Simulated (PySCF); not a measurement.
CHS, SMILES [CH][S] (connectivity only; charge and spin as stated), neutral, multiplicity 2. The structure is a stationary point at PBE-D3(BJ)/def2-TZVPD.

Level of theory: PBE-D3(BJ)/def2-TZVPD (PySCF).

Harmonic wavenumbers (cm⁻¹): 797, 1181, 3026. Rotational constants (GHz): 883.1, 20.23, 19.78; symmetry number 1.

### Question
Work out the zero-point energy and the ideal-gas rigid-rotor harmonic-oscillator thermochemistry at 298.15 K and 1 atm.

### Answer
ZPE = ½ Σ hcν = ½ × 5004 cm⁻¹ = 29.93 kJ/mol. H − E(el) = 40.10 kJ/mol. Entropy in J/(mol K): translation 156.24, rotation 73.05, vibration 1.06, spin 5.76, total 236.12. G − E(el) = -30.30 kJ/mol. Cp = 36.91 J/(mol K).
